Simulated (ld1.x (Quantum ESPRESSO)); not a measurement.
## Te, PAW: configuration errors across variants

```
Element                 : tellurium
Generator               : ld1.x (Quantum ESPRESSO) 7.5
Type                    : PAW
Functional              : LDA (PZ)
Relativity              : fully relativistic
Frozen core             : [Ar] 3d10 4s2
Valence charge          : 22
Reference configuration : 4p6 4d10 5s2 5p4
Partial waves           : 5s (bound): rcut 1.30, rcutus 1.70 bohr; 5s channel at -0.05 Ry: rcut 1.30, rcutus 1.70 bohr; 4p (bound): rcut 1.45, rcutus 1.60 bohr; 5p (bound): rcut 1.45, rcutus 1.60 bohr; 4d (bound): rcut 1.25, rcutus 1.60 bohr; 4d channel at 0.3 Ry: rcut 1.25, rcutus 1.60 bohr; 4f channel at -0.1 Ry: rcut 1.65, rcutus 1.90 bohr; 4f channel at 1.95 Ry: rcut 1.65, rcutus 1.90 bohr
Local potential         : all-electron potential smoothed inside 1.35 bohr (lloc = -1)
Core correction         : a·sin(br)/r model core, default radius (ld1.x builds one for every PAW set, though the input has nlcc=.false.)
Augmentation charge     : PSQ, inside the norm-conserving radii
```

Open shells are filled in proportion to 2j + 1 (rel_dist='average').

All-electron excitation energies from the reference (eV): (1) 4p6 4d10 5s2 5p3 9.938; (2) 4p6 4d10 5s2 5p2 28.137; (3) 4p6 4d10 5s2 5p1 55.399; (4) 4p6 4d10 5s1 5p4 19.830; (5) 4p6 4d10 5s0 5p6 18.839; (6) 4p6 4d10 5s1 5p5 9.316; (7) 4p6 4d10 5s2 5p4.3 -1.523.

5 further variants failed, have other tests or too few solved ones, and are left out.

Errors AE − PS in meV (a dash: test not solved or not reliable):

| change | (1) | (2) | (3) | (4) | (5) | (6) | (7) | bound ghosts |
| --- | --- | --- | --- | --- | --- | --- | --- | --- |
| base | +0.7 | +2.5 | +4.1 | +2.2 | +1.9 | +0.4 | 0.0 | not determined |
| waves 4d (bound): rcut 1.25, rcutus 2.34 bohr; 4d channel at 0.3 Ry: rcut 1.25, rcutus 2.34 bohr | +0.6 | +2.3 | +3.5 | +1.9 | +1.1 | +0.2 | 0.0 | not determined |
| local potential all-electron potential smoothed inside 1.90 bohr (lloc = -1) | -0.3 | -1.3 | -2.7 | -1.2 | -1.0 | -0.2 | 0.0 | not determined |
| waves 4f channel at -0.1 Ry: rcut 1.10, rcutus 1.16 bohr; 4f channel at 1.95 Ry: rcut 1.10, rcutus 1.16 bohr | +0.7 | +2.5 | +4.2 | +2.2 | +1.9 | +0.4 | 0.0 | not determined |
| wave 4f channel at -0.1 Ry: rcut 1.65, rcutus 1.90 bohr becomes 4f channel at 0.3 Ry: rcut 1.65, rcutus 1.90 bohr | +0.7 | +2.5 | +4.0 | +2.2 | +1.9 | +0.4 | 0.0 | not determined |

(1) Give the same row for: waves 5s (bound): rcut 1.30, rcutus 2.00 bohr; 5s channel at -0.05 Ry: rcut 1.30, rcutus 2.00 bohr.

## Answers

(1) +0.7, +2.4, +3.8, +2.3, +2.0, +0.4, 0.0; bound ghosts: not determined.
